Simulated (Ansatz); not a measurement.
Ansatz (a quantum-chemistry and plane-wave program) input:

Ansatz 0.2 input:
```yaml
crystal:
  periodic: [false, false, false]
  atoms:
    - {symbol: B, position_ang: [-0.90730345, 0.04199277, 0.14662931]}
    - {symbol: N, position_ang: [0.62442962, -0.02740366, -0.08697627]}
    - {symbol: H, position_ang: [-1.46648053, -0.99335258, 0.13677938]}
    - {symbol: H, position_ang: [-1.35643073, 1.12122059, 0.27976230]}
    - {symbol: H, position_ang: [1.13568617, 0.78140953, 0.27901682]}
    - {symbol: H, position_ang: [1.05104701, -0.88334531, 0.28242983]}
    - {symbol: H, position_ang: [0.80168792, -0.04407040, -1.10230100]}
basis:
  gaussian:
    orbitals: def2-TZVP
hamiltonian:
  xc: {name: r2SCAN}
total_charge: 1
relax: {f_tol: 0.003, max_steps: 100}
```

Which total energy does the run end on?

-82.31159 Eh (r2SCAN/def2-TZVP). The basis has 92 functions.

It need not be the lowest isomer of its formula.
